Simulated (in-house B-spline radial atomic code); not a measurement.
The numbers below are computed, except where a source is named.
# N IV (N3+) at several levels of theory

Ground configuration [He] 2s2. All numbers come from a B-spline radial code for spherical atoms, all electrons, at the radial basis limit. Mean-field, RPA, GW and linear-response runs are scalar-relativistic (one-electron X2C), no spin-orbit coupling, without Breit or QED terms, open shells spin-polarised at highest spin; the many-body runs on Dirac-Hartree-Fock orbitals are four-component, and their energies hold both.

**Ionisation energy.** The reference is 77.474 eV (NIST, measured).

```
                                              method  value (eV)  minus reference (eV)
                    minus the highest LDA VWN5 level       67.80                 -9.68
              LDA VWN5, difference of total energies       76.21                 -1.26
                         minus the highest PBE level       68.12                 -9.35
                   PBE, difference of total energies       76.49                 -0.98
                                         G0W0 on PBE       77.49                 +0.02
                         exact exchange + RPA on PBE       77.84                 +0.37
                 exact exchange + RPA + SOSEX on PBE       77.15                 -0.32
                      minus the highest r2SCAN level       68.52                 -8.96
                r2SCAN, difference of total energies       75.87                 -1.61
                        minus the highest PBE0 level       70.18                 -7.29
                  PBE0, difference of total energies       76.40                 -1.07
                                        G0W0 on PBE0       77.40                 -0.07
             minus the highest B3LYP (VWN-RPA) level       69.86                 -7.61
       B3LYP (VWN-RPA), difference of total energies       76.59                 -0.88
                   minus the highest CAM-B3LYP level       71.77                 -5.71
                     minus the highest LC-wPBE level       73.42                 -4.05
                minus the highest Hartree-Fock level       75.33                 -2.14
          Hartree-Fock, difference of total energies       75.02                 -2.45
                                G0W0 on Hartree-Fock       77.10                 -0.38
                   MP2, difference of total energies       76.60                 -0.88
               CI + MBPT for the two outer electrons       77.46                 -0.01
Dirac-Fock + self-energy with TDHF screening (2s1/2)       76.43                 -1.05
```

Q: Which methods come closest, and which lies farthest off?

A: Closest: CI + MBPT for the two outer electrons (-0.01 eV) and G0W0 on PBE (+0.02 eV). Farthest: minus the highest LDA VWN5 level (-9.68 eV). The PBE level misses by -9.4 eV while the PBE energy difference misses by -0.98 eV: the semilocal potential lacks the −1/r tail and the energy is convex in the electron number, but total energies at whole numbers are far better.

**Static dipole polarisability and C6** of two like species, by linear response (no reference value is at hand):

| method | α (bohr³) | C6 (hartree·bohr⁶) |
| --- | --- | --- |
| LDA VWN5 | 2.102 | 2.058 |
| PBE | 2.089 | 2.061 |
| PBE0 | 2.119 | 2.101 |
| B3LYP (VWN-RPA) | 2.142 | 2.115 |
| CAM-B3LYP | 2.139 | 2.114 |
| LC-wPBE | 2.103 | 2.083 |
| TDHF | 2.23 | 2.247 |
| relativistic RPA (four-component TDHF) | 2.23 | 2.247 |

Q: What mean excitation energy do α and C6 imply in London's formula C6 = (3/4) α² ω?

A: LDA VWN5: ω = 0.621 hartree; relativistic RPA (four-component TDHF): ω = 0.602 hartree. A method that puts the excitations lower gives a larger α and a smaller ω.

Run times on one thread of shared hosts: mean field, RPA, SOSEX and G0W0 on PBE, for the atom and its ion, 1.3 s (Arm Neoverse V2); TDDFT with PBE, 0.1 s (Intel Xeon 6975P-C (Granite Rapids)); CI + MBPT, 90 s (Arm Neoverse V1); removal energies by the self-energy, 1.6 s (Arm Neoverse N1).
